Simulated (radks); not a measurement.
Results of a calculation; reference values are marked as such.
Valence configurations of Al+ (all share [Ne]). Level of theory: non-relativistic Kohn-Sham, BLYP, spin-polarised, spherical densities, point nucleus; open shells are filled with parallel spins first (a radial shooting solver on a logarithmic mesh with Libxc functionals). Order these by energy: 3p2; 3s1 3p1; 3s1.5 3p0.5; 3s0.5 3p1.5; 3s2.

Answer. From the lowest, in eV above it: 3s2 0.000; 3s1.5 3p0.5 2.645; 3s1 3p1 4.872; 3s0.5 3p1.5 7.867; 3p2 10.877. NIST lists [Ne] 3s2 as the ground configuration; this level of theory agrees among the configurations tried. The energies are those of spherical high-spin densities, not of single terms.
